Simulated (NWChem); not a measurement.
**Polarisability of CF (+1)**

```xyz
2

C      0.0000     0.0000     0.6921
F      0.0000     0.0000    -0.4614
```
Charge +1, spin multiplicity 1.

Program: NWChem. Structure: optimised with PBE0/def2-SVP, a minimum by its harmonic frequencies.

Basis set: 6-31G*. Static limit. This basis has no diffuse functions, which lowers polarisabilities.

B3LYP has NWChem's definition, with VWN1-RPA local correlation. The Pople sets run with spherical d functions. The structure started from a generated list of species.

Problem. One of these methods gave an isotropic polarisability of 7.54 bohr³. Which?
A) HF
B) B3LYP
C) LDA (SVWN5)

Solution. C, LDA (SVWN5). The others give 7.17 (HF), 7.38 (B3LYP).
